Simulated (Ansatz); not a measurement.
The cluster Ge3O10H8. The state is a singlet with charge 0. Geometry PBE-D4/def2-SVP; atoms count from 1.

Cartesian coordinates in Å:
```
Ge 0.3938 -1.1404 2.0514
Ge -1.6999 1.2818 -1.4202
Ge 2.0848 -0.2347 -0.8604
O -1.4340 -0.4911 -0.9062
O 0.9108 -1.5623 -1.1262
O 0.8476 -2.6810 1.3437
O -1.1856 -0.4548 1.7100
O -2.7776 -0.1953 -1.6580
O 1.5176 0.1545 1.1363
O 1.3040 1.3938 -1.3748
O 3.7317 -0.3458 -0.8282
O 0.1951 1.8166 -0.5199
O -2.4576 2.3597 -0.2341
H 2.3923 0.3180 1.5537
H -3.2377 1.9057 0.1430
H -1.4723 -0.6143 0.7561
H 0.7501 -1.0414 3.5386
H -0.0254 -1.2454 -1.3262
H -1.1382 1.8629 -2.7160
H 0.8540 -2.5662 0.3502
H 0.4465 1.4799 0.3872
```

The structure holds 2 bonds between oxygen atoms, so isomers without such links may lie far lower. The structure comes from a short search, and lower isomers may exist.

Question: Estimate the Mulliken populations from the PBE0/def2-TZVP orbitals of Ansatz.

Answer: 
| atom | charge (e) |
| --- | --- |
| Ge1 | 0.71 |
| Ge2 | 0.73 |
| Ge3 | 0.87 |
| O4 | -0.45 |
| O5 | -0.58 |
| O6 | -0.51 |
| O7 | -0.54 |
| O8 | -0.31 |
| O9 | -0.68 |
| O10 | -0.29 |
| O11 | -0.55 |
| O12 | -0.27 |
| O13 | -0.53 |
| H14 | 0.38 |
| H15 | 0.34 |
| H16 | 0.37 |
| H17 | 0.08 |
| H18 | 0.38 |
| H19 | 0.10 |
| H20 | 0.37 |
| H21 | 0.37 |
Mulliken values depend strongly on the basis.

Question: And the Mayer bond orders between heavy atoms (over 0.3)?

Answer: Ge1–O6 1.21 (1.76 Å); Ge1–O7 1.21 (1.76 Å); Ge1–O9 0.57 (1.94 Å); Ge2–O4 0.75 (1.86 Å); Ge2–O8 0.87 (1.84 Å); Ge2–O12 0.32 (2.17 Å); Ge2–O13 1.14 (1.77 Å); Ge3–O5 1.03 (1.79 Å); Ge3–O9 0.36 (2.11 Å); Ge3–O10 0.82 (1.88 Å); Ge3–O11 1.98 (1.65 Å); O4–O8 0.82 (1.57 Å); O10–O12 0.85 (1.46 Å).
